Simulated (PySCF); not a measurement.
Species: SeH2.
InChI=1S/H2Se/h1H2

Computed with PBE0-D3(BJ)/def2-SVP geometry optimisation, gas phase (PySCF 2.14.0).

Masses are those of the commonest isotopes; rigid-rotor values at the optimised geometry. 

(1) What are A, B and C (cm⁻¹)?

(2) Classify the top.

(3) Give the coordinates in the principal-axis frame, origin at the centre of mass.

(4) Predict some low-J microwave lines.

(5) Estimate the classical rotational partition function at 100 K and 200 K.

Results:

(1) Ia = 2.08, Ib = 2.22, Ic = 4.30 u·Å²; 505379 MHz·u·Å²/I gives 243423, 227226 and 117523 MHz, that is A = 8.11972, B = 7.57944, C = 3.92014 cm⁻¹.

(2) An asymmetric top: κ = (2 × 227226 − 243423 − 117523)/(243423 − 117523) = 0.74.

(3) The sense of each axis is arbitrary; atoms in the order of the calculation.
```json
{"atom": "Se1", "mass (u)": "79.917", "a (Å)": "0.000", "b (Å)": "0.025", "c (Å)": "0.000"}
{"atom": "H2", "mass (u)": "1.008", "a (Å)": "1.050", "b (Å)": "-1.002", "c (Å)": "0.000"}
{"atom": "H3", "mass (u)": "1.008", "a (Å)": "-1.051", "b (Å)": "-1.002", "c (Å)": "0.000"}
```

(4) The dipole components are |μa| = 0.00 D, |μb| = 0.96 D, |μc| = 0.00 D; the symmetry axis of this C2v structure is b, so μa and μc vanish by symmetry and there are no a-type or c-type lines. Some lines, for components of 0.1 D or more:

```tsv
type	branch	J(Ka,Kc)	MHz	lower level (cm⁻¹)
b	Q	1(1,0) ← 1(0,1)	125900	11.500
b	Q	2(2,0) ← 2(1,1)	143762	42.358
b	Q	2(1,1) ← 2(0,2)	330774	31.324
b	R	1(1,1) ← 0(0,0)	360946	0.000
b	Q	2(2,1) ← 2(1,2)	377701	31.380
b	R	2(0,2) ← 1(1,1)	578130	12.040
b	R	2(1,2) ← 1(0,1)	595992	11.500
b	R	2(2,1) ← 1(1,0)	847792	15.699
b	R	2(2,0) ← 1(1,1)	1052666	12.040
```

(5) Point group C2v, symmetry number σ = 2; q = (√π/σ)·√((kT/h)³/(ABC)), k/h = 20836.6 MHz/K: 33.1 at 100 K, 93.5 at 200 K.

No frequency check. Zero-point vibration and centrifugal distortion are left out.
